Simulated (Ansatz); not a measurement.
`C[S][SnH]([F])[Cl]` + H₂S → `[F][SnH]([SH])[Cl]` + CH₃SH at 600 K and 1 bar (ligand exchange at the Sn–S bond).

Isolated molecules relaxed with PBE0-D4/def2-TZVP in Ansatz; ΔE leaves out vibrations. CCSD(T)/CBS adds triple-zeta CCSD(T) − MP2 to the extrapolated MP2 energy (def2 sets, frozen cores). This one scheme is used for every species. Elements past krypton have def2 core potentials. For Sn outer-core shells are correlated without core-valence functions, which leaves a few kJ/mol of doubt a bond. One conformer a species, not always the lowest.

| species | CCSD(T)/CBS energy (Eh) | H − E (kJ/mol) | S (J/(mol·K)) |
| --- | --- | --- | --- |
| `C[S][SnH]([F])[Cl]` | -1211.93328 | 194.3 | 489.0 |
| H₂S | -398.97279 | 60.8 | 230.9 |
| `[F][SnH]([SH])[Cl]` | -1172.67563 | 102.6 | 433.7 |
| CH₃SH | -438.22835 | 152.3 | 296.8 |

H − E and S are ideal-gas, rigid-rotor, harmonic terms from PBE0-D4/def2-TZVP, for one conformer and one mirror image of each species. 1 Eh = 2625.50 kJ/mol, R = 8.31446 J/(mol·K).

Task: By hand: ΔE, ΔH, ΔS and ΔG.

Result: ΔE = (-1172.67563) + (-438.22835) − (-1211.93328) − (-398.97279) = 0.00209 Eh = 5.5 kJ/mol. Δ(H − E) = 102.6 + 152.3 − 194.3 − 60.8 = -0.2, so ΔH = 5.3 kJ/mol. ΔS = 433.7 + 296.8 − 489.0 − 230.9 = 10.6 J/(mol·K). ΔG = 5.3 − 600 × (10.6)/1000 = -1.1 kJ/mol.

Task: By hand: the equilibrium constant, and the temperature at which ΔG would vanish if ΔH and ΔS stayed fixed.

Result: log₁₀ K = −ΔG/(RT ln 10) = 0.1. ΔG = 0 at ΔH/ΔS = 500 K, though so small a ΔH makes that figure unsure.

TΔS isn't small against ΔH here. The sign of ΔG lies within the doubt. A doubt of 5 kJ/mol in ΔE shifts log₁₀ K by 0.4 here. Other conformers and mirror images would add mixing entropy, several J/(mol·K) or more a flexible species. Modes under 60 cm⁻¹, often nearly free rotors, make the harmonic entropy too high. These are equilibria of isolated gas molecules and say nothing of rates. Largest T1 diagnostic: 0.013 (customary marks: 0.02 for closed shells, 0.045 for open ones).
